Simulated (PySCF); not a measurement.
## PySCF run on BeN

The script input.py:

```python
from pyscf import gto, dft

mol = gto.M(
    atom='Be 0 0 0; N 0 0 1.615',
    basis='ano-rcc-vdzp',
    charge=0,
    spin=3,
    verbose=4,
)
mf = dft.ROKS(mol, xc='camb3lyp')
mf = mf.sfx2c1e()
mf = mf.density_fit(auxbasis='def2-universal-jkfit')
mf.kernel()
mf.dip_moment()
print('orbital energies (hartree):', mf.mo_energy[..., max(0, mol.nelec[1]-3):mol.nelec[0]+3].round(4))
```

```bash
$ python input.py
```

Output (some set-up lines and the per-cycle HOMO/LUMO lines with their warnings removed):

```
PySCF version 2.14.0

[INPUT] verbose = 4
[INPUT] num. atoms = 2
[INPUT] num. electrons = 11
[INPUT] charge = 0
[INPUT] spin (= nelec alpha-beta = 2S) = 3
[INPUT] symmetry False subgroup None
[INPUT] Mole.unit = angstrom
[INPUT] Symbol           X                Y                Z      unit          X                Y                Z       unit  Magmom
[INPUT]  1 Be     0.000000000000   0.000000000000   0.000000000000 AA    0.000000000000   0.000000000000   0.000000000000 Bohr   0.0
[INPUT]  2 N      0.000000000000   0.000000000000   1.615000000000 AA    0.000000000000   0.000000000000   3.051907691173 Bohr   0.0

nuclear repulsion = 9.17458941533127
number of shells = 6
number of NR pGTOs = 122
number of NR cGTOs = 28
basis = ano-rcc-vdzp
ecp = {}

******** <class 'pyscf.df.df_jk.DFsfX2C1eROKS'> ********
method = DFsfX2C1eROKS
initial guess = minao
damping factor = 0
level_shift factor = 0
DIIS = <class 'pyscf.scf.diis.CDIIS'>
diis_start_cycle = 1
diis_space = 8
diis_damp = 0
SCF conv_tol = 1e-09
SCF conv_tol_grad = None
SCF max_cycles = 50
direct_scf = False
num. doubly occ = 4  num. singly occ = 3
XC library pyscf.dft.libxc version 7.0.0
    S. Lehtola, C. Steigemann, M. J.T. Oliveira, and M. A.L. Marques.,  SoftwareX 7, 1–5 (2018)
XC functionals = camb3lyp
    T. Yanai, D. P. Tew, and N. C. Handy.,  Chem. Phys. Lett. 393, 51 (2004)
radial grids:
    Treutler-Ahlrichs [JCP 102, 346 (1995); DOI:10.1063/1.469408] (M4) radial grids

becke partition: Becke, JCP 88, 2547 (1988); DOI:10.1063/1.454033
pruning grids: <function nwchem_prune>
grids dens level: 3
symmetrized grids: False
atomic radii adjust function: <function treutler_atomic_radii_adjust>
small_rho_cutoff = 0

******** <class 'pyscf.x2c.sfx2c1e.SpinFreeX2CHelper'> ********
approx = 1e
xuncontract = 1
Set gradient conv threshold to 3.16228e-05
tot grids = 27624
******** <class 'pyscf.df.df.DF'> ********
auxbasis = def2-universal-jkfit
Create RSH-DF object <pyscf.df.df.DF object> for omega=0.33
******** <class 'pyscf.df.df.DF'> ********
auxbasis = auxmol.basis = def2-universal-jkfit
init E= -69.2258836901274
cycle= 1 E= -69.3140044802513  delta_E= -0.0881  |g|= 0.105  |ddm|= 1.58
cycle= 2 E= -69.3241069626454  delta_E= -0.0101  |g|= 0.106  |ddm|= 0.315
cycle= 3 E= -69.3282599568714  delta_E= -0.00415  |g|= 0.0173  |ddm|= 0.0969
cycle= 4 E= -69.3289608109066  delta_E= -0.000701  |g|= 0.0134  |ddm|= 0.0723
cycle= 5 E= -69.3291009791634  delta_E= -0.00014  |g|= 0.00109  |ddm|= 0.0312
cycle= 6 E= -69.3291026053914  delta_E= -1.63e-06  |g|= 0.000233  |ddm|= 0.00313
cycle= 7 E= -69.3291026773007  delta_E= -7.19e-08  |g|= 2.34e-05  |ddm|= 0.000873
cycle= 8 E= -69.3291026779438  delta_E= -6.43e-10  |g|= 3.29e-06  |ddm|= 7.71e-05
Extra cycle  E= -69.3291026779491  delta_E= -5.24e-12  |g|= 2.51e-06  |ddm|= 1.03e-05
converged SCF energy = -69.3291026779491
Dipole moment(X, Y, Z, Debye): -0.00000, -0.00000, -1.30031
orbital energies (hartree): [-4.15   -0.8029 -0.3743 -0.2267 -0.2267 -0.1564  0.0491  0.0491  0.1832]
```

In short: E(SCF) = -69.329103 Eh, 8 cycles, μz(SCF) = -1.30 D.

Wall time 2.4 s on one thread of a shared host.

The bond length is a typed value, not an optimised one. No search for the lowest solution was made.
